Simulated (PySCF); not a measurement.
Vertical excitations of a molecule C3H7BO2 from PySCF 2.14.0 with TDA-B3LYP/def2-SVPD, as energy in eV (oscillator strength): 5.24 (0.002), 6.23 (0.007), 7.14 (0.001), 7.39 (0.011), 7.51 (0.057), 7.80 (0.003), 7.83 (0.160), 8.06 (0.040), 8.24 (0.074), 8.33 (0.019). Lowest triplet (TDA): 4.72 eV. Geometry: B3LYP-D3(BJ)/def2-SVP. One conformer was computed; it need not be the lowest.

Question: Identify the compound among the candidates.
(A) OB1CC[C@@H]1O
(B) C[C@H]1OCB1O
(C) CB(C)OC=O
(D) CCB1OCO1

Answer: C, CB(C)OC=O
